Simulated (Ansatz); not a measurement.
Start from `CB(C)C` and change one atom or group to get `C#CB(C)C`.

Ansatz, PBE0-D4/def2-TZVP geometries, multiplicity 1. 

```tsv
property	`CB(C)C`
HOMO energy (PBE0/def2-TZVPP) / eV	-8.49
LUMO energy (B3LYP/def2-TZVPP) / eV	-0.33
size of the dipole moment (ωB97M-V/def2-TZVPP) / D	0.08
size of the dipole moment (PBE/def2-TZVPP) / D	0.09
LUMO energy (PBE/def2-TZVPP) / eV	-1.14
size of the dipole moment (B3LYP/def2-TZVPP) / D	0.08
```

Task: Give the same properties after the change, and the shifts. (Best estimate.)

Result: Ansatz gave: 
| property | `C#CB(C)C` | shift |
| --- | --- | --- |
| HOMO energy (PBE0/def2-TZVPP) / eV | -7.77 | 0.72 |
| LUMO energy (B3LYP/def2-TZVPP) / eV | -1.61 | -1.28 |
| size of the dipole moment (ωB97M-V/def2-TZVPP) / D | 0.01 | -0.07 |
| size of the dipole moment (PBE/def2-TZVPP) / D | 0.01 | -0.08 |
| LUMO energy (PBE/def2-TZVPP) / eV | -2.36 | -1.22 |
| size of the dipole moment (B3LYP/def2-TZVPP) / D | 0.02 | -0.06 |

With PBE0 the HOMO rises by 0.72 eV and the LUMO falls by 1.31 eV, so the gap narrows by about 2.03 eV. PBE moves the HOMO by 0.57 eV and ωB97M-V by 0.79 eV.

B3LYP here is the variant with VWN-RPA as its local correlation; programs differ in this.
